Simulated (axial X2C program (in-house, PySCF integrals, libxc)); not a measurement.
## Which molecule has these constants?

Computed with an axial X2C code built on PySCF integrals, spin-free (one-electron X2C) or two-component (2c: spin–orbit coupling with atomic mean-field Coulomb and Gaunt terms, which also bring small scalar terms), in Dyall basis sets with cores contracted in-house; open shells are unrestricted.

A two-component CCSD(T) calculation in a Dyall 3-zeta basis gave Re = 4.836 Å, ωe = 37.8 cm⁻¹, De = 0.11 eV, Ω = 0.

Question: Which molecule is it?
A. Ca₂
B. Be₂
C. Sr₂

Answer: C. The others have Ca₂ 4.430 Å and 59.4 cm⁻¹ (Ω = 0); Be₂ 2.503 Å and 225.9 cm⁻¹ (Ω = 0).

Frozen shells (counts by l): Sr₂ Sr 4s3p1d, 4 electrons correlated; Ca₂ Ca 3s2p, 4 electrons correlated; Be₂ Be 1s, 4 electrons correlated. Coupled cluster in natural virtuals with an MP2 remainder. Where the outer core of a metal is frozen, bonds come out longer and ionisation energies lower.

Each entry is the lowest single determinant of a limited PBE0 search at one distance. De goes to single-determinant-based atoms at the same level (for ions the charge split of lowest energy) and is withheld (n/a) where an atom does not fit its ground term or J level. Main or longest-lived isotopes. One determinant is a doubtful description, or other states lie close, for Be₂; these need not be ground states, and all values refer to the states named.
